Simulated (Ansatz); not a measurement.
Ansatz (a first-principles code) input (MP2/LANL2DZ): The .json file is the Basis Set Exchange's LANL2DZ.

Ansatz 0.2 input:
```yaml
crystal:
  periodic: [false, false, false]
  atoms:
    - {symbol: O, position_ang: [2.54337900, -0.20297200, -0.22127000]}
    - {symbol: C, position_ang: [1.48526200, -0.19671800, 0.35406600]}
    - {symbol: C, position_ang: [0.22251500, 0.30545100, -0.21721700]}
    - {symbol: C, position_ang: [-0.80071800, 0.97960800, 0.70474400]}
    - {symbol: C, position_ang: [-1.07115200, -0.36433900, 0.17244000]}
    - {symbol: F, position_ang: [-2.01079400, -0.49614300, -0.81379400]}
    - {symbol: H, position_ang: [1.40286700, -0.58506400, 1.39420100]}
    - {symbol: H, position_ang: [0.27990600, 0.67478800, -1.23219900]}
    - {symbol: H, position_ang: [-1.34242300, 1.80856600, 0.27250200]}
    - {symbol: H, position_ang: [-0.55526500, 1.07743000, 1.75418300]}
    - {symbol: H, position_ang: [-1.05041200, -1.23066400, 0.82142700]}
basis:
  gaussian:
    orbitals: LANL2DZ.json
magnetization: {spin_polarized: false}
correlation: {method: mp2, electrons: outside_noble_gas}
```

Output:

```
Functional definition: HF
integrals: 0.03 GiB planned
815 factors; integrals over basis functions are off by at most 5.7e-4 eV
mean field: 0.22 GiB planned
mean field evaluation 1: about -8936.1919 eV, gradient 4.0e1 eV
mean field evaluation 2: about -8936.1951 eV, gradient 4.0e1 eV
mean field evaluation 4: about -8940.3408 eV, gradient 4.4e0 eV
mean field evaluation 8: about -8940.4322 eV, gradient 2.5e-1 eV
mean field -8940.43257773 eV, -328.5548371887 hartree, gradient 1.5e-6 eV, S^2 0.000000; 0 other end points of the search recorded, 0 dependent functions left out
6 core orbitals not correlated
reference -8940.43257773 eV, -328.5548371887 hartree; 17, 17 occupied and 41, 41 virtual orbitals, 815 factors
second order -15.23807662 eV of doubles, -0.00000000 eV of singles
Total energy: -8955.67065435 eV, -329.1148261758 hartree
```

The geometry given is a B3LYP-D3(BJ)/def2-TZVP minimum.
